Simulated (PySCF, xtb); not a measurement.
C₂H₉NOSi, SMILES N[Si@H](OC)C.

GFN2-xTB run with xtb 6.7.1 at its own geometry gives an orbital gap of 6.94 eV and a dipole moment of 1.48 D.

Coordinates come from a PBE-D3(BJ)/def2-SVP optimisation. The structure was generated by enumeration; whether it is a known compound was not checked. Other conformers were not sampled.

What does CAM-B3LYP/def2-TZVP run with PySCF give? (Estimate from the structure and the level; the computed values follow.)

gap 10.48 eV (levels -8.88 and 1.60 eV), dipole 2.06 D.
